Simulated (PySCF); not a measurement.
An unknown is described by computed data only.

Formula: C3F8.

| Property | Result |
| --- | --- |
| Couplings | largest of the computed one-bond spin–spin couplings (means over like bonds): 19F–13C -360.4 (×6), 19F–13C -333.6 (×2) Hz [B3LYP/pcJ-1] |
| UV, first state | lowest singlet excitation: 10.17 eV (122 nm, f = 0.000) [TDDFT CAM-B3LYP/def2-SVPD] |
| Polarisability | 44.6 au [CAM-B3LYP/def2-SVPD] |
| Triplet | lowest triplet excitation (Tamm–Dancoff): 9.55 eV [TDA CAM-B3LYP/def2-SVPD] |
| NMR, other nuclei | isotropic shieldings of nuclei other than C and H, by class: 266 (6 F), 320 (2 F) ppm [GIAO PBE0/pcSseg-1] |
| Rotational structure | rotational constants A, B, C: 1.662, 0.961, 0.895 GHz [GFN2-xTB] |
| UV, strongest line | among the 8 lowest singlet transitions: S7 at 12.18 eV (102 nm, f = 0.043) [TDDFT CAM-B3LYP/def2-SVPD] |
| Dipole | 0.05 D [CAM-B3LYP/def2-SVPD] |
| 13C NMR | chemical shifts (computed TMS as zero) by class: 126.7 (2 C), 114.5 (1 C) ppm [GIAO PBE0/pcSseg-1] |

The electronic properties come from PySCF, for the isolated species, density fitting. Levels stand in brackets. Isolated species at its GFN2-xTB geometry, gas phase. NMR classes are plain means over equivalent atoms (diastereotopic ones count apart unless rotation or inversion swaps them), as if these changed places fast.

Q: Give a SMILES that accounts for the data.

A: Numbering: `[F:1][C:2]([F:3])([F:4])[C:5]([F:6])([F:7])[C:8]([F:9])([F:10])[F:11]`. Its formula, C3F8, gives 0 degrees of unsaturation, so no ring and no π bond. 3 carbons fall into 2 classes; from least to most shielded: CF3 carbon [C2/C8] (126.7 ppm, 2 C), CF2 carbon [C5] (114.5 ppm). The other shieldings belong to: 266 ppm, fluorine of a CF3 group [F1/F3/F4/F9/F10/F11]; 320 ppm, fluorine of a CF2 group [F6/F7]. The couplings run between: -360.4 Hz, fluorine of a CF3 group [F1] and CF3 carbon [C2] (with 5 like pairs); -333.6 Hz, fluorine of a CF2 group [F6] and CF2 carbon [C5] (with 1 like pair). The optimised geometry has point group C2v and is an asymmetric top. Structure: perfluoropropane, `FC(C(F)(F)F)(C(F)(F)F)F`. The assignments are read from this structure; whether some other isomer fits the data as well wasn't checked.

Shape of the structure used: `[F:1][C:2]([F:3])([F:4])[C:5]([F:6])([F:7])[C:8]([F:9])([F:10])[F:11]`: F1–C2–C5–F6 179°, C2–C5–C8–F9 60°.
